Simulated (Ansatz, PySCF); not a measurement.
Spin states of H2O2Os (SMILES [OH][Os][OH]), each relaxed with B3LYP-D3(BJ)/def2-TZVP.
State 1 (charge 0, multiplicity 3):
```xyz
5

Os     0.09176    -0.28563     0.05491
O      1.50283    -0.05542    -1.12073
H      1.67864     0.74375    -1.63248
O     -1.32573    -0.51687     1.22253
H     -2.00127     0.14402     1.41855
```
State 2 (charge 0, multiplicity 1):
```xyz
5

Os    -0.004    -0.016    -0.007
O      1.340     0.215    -1.131
H      2.061     0.365    -1.746
O     -1.355    -0.223     1.112
H     -2.096    -0.310     1.715
```

```
level                        energy of the multiplicity-1 state less that of the multiplicity-3 state (kcal/mol)  cost
---------------------------  -----------------------------------------------------------------------------------  ----
SVWN5/def2-TZVPP                                                                                           -3.44  ×0.5
PBE/def2-TZVPP                                                                                              4.39    ×1
PBE-D3(BJ)/def2-TZVPP                                                                                       4.40    ×1
PBE-D4/def2-TZVPP                                                                                           4.36    ×1
BLYP/def2-TZVPP                                                                                             3.66  ×0.9
BLYP-D3(BJ)/def2-TZVPP                                                                                      3.69  ×0.9
BLYP-D4/def2-TZVPP                                                                                          3.60  ×0.9
r2SCAN/def2-TZVPP                                                                                           9.18    ×2
r2SCAN-D3(BJ)/def2-TZVPP                                                                                    9.18    ×2
r2SCAN-D4/def2-TZVPP                                                                                        9.17    ×2
B97M-V/def2-TZVPP                                                                                           8.46    ×2
r2SCANh/def2-TZVPP                                                                                          9.67    ×2
B3LYP/def2-TZVPP                                                                                            4.41  ×0.7
B3LYP-D3(BJ)/def2-TZVPP                                                                                     4.44  ×0.7
B3LYP-D4/def2-TZVPP                                                                                         4.37  ×0.7
PBE0/def2-TZVPP                                                                                             6.44  ×0.9
PBE0-D3(BJ)/def2-TZVPP                                                                                      6.45  ×0.9
PBE0-D4/def2-TZVPP                                                                                          6.42  ×0.9
BHLYP/def2-TZVPP                                                                                            7.44  ×0.9
BHLYP-D3(BJ)/def2-TZVPP                                                                                     7.47  ×0.9
BHLYP-D4/def2-TZVPP                                                                                         7.40  ×0.9
CAM-B3LYP/def2-TZVPP                                                                                        3.98  ×0.9
CAM-B3LYP-D3(BJ)/def2-TZVPP                                                                                 3.99  ×0.9
CAM-B3LYP-D4/def2-TZVPP                                                                                     3.96  ×0.9
wB97X-V/def2-TZVPP                                                                                          2.48    ×3
wB97M-V/def2-TZVPP                                                                                          4.02    ×3
B2PLYP/def2-TZVPP                                                                                           3.06    ×2
B2PLYP-D3(BJ)/def2-TZVPP                                                                                    3.08    ×2
B2PLYP-D4/def2-TZVPP                                                                                        3.04    ×2
CCSD/def2-SVP                                                                                               3.43     -
CCSD(T)/def2-SVP                                                                                            1.72    ×7
```

The rows run from -3.44 (SVWN5/def2-TZVPP) to 9.67 kcal/mol (r2SCANh/def2-TZVPP). The dispersion term adds 0.01 in PBE-D3(BJ), -0.03 in PBE-D4, 0.03 in BLYP-D3(BJ). The 13 functionals in def2-TZVPP without D3 or D4 span 13.10, from SVWN5 to r2SCANh.

Singlets are restricted, other states unrestricted; no spin–orbit coupling, no relativity up to Kr; see below for the cores. The largest T1 diagnostic is 0.028.

Correlated levels freeze the inner cores; with def2 sets outer-core shells near the valence are correlated too.

Doubts at one or more of the structures used: a restricted determinant that unrestricted orbitals would lower (B2PLYP/def2-TZVPP, B2PLYP-D3(BJ)/def2-TZVPP, B2PLYP-D4/def2-TZVPP, CCSD/def2-SVP, CCSD(T)/def2-SVP).

Codes used: Ansatz (Gaussian basis) for Hartree–Fock, density functionals and correlated methods; PySCF for the dispersion terms.  In def2 rows elements past Kr take small-core potentials, without spin–orbit coupling.

Costs are rough ratios of core time to PBE/def2-TZVPP (about 26 s over the structures, on one shared machine); a dash marks a level with no comparable run of its own.

Ansatz is a first-principles code.
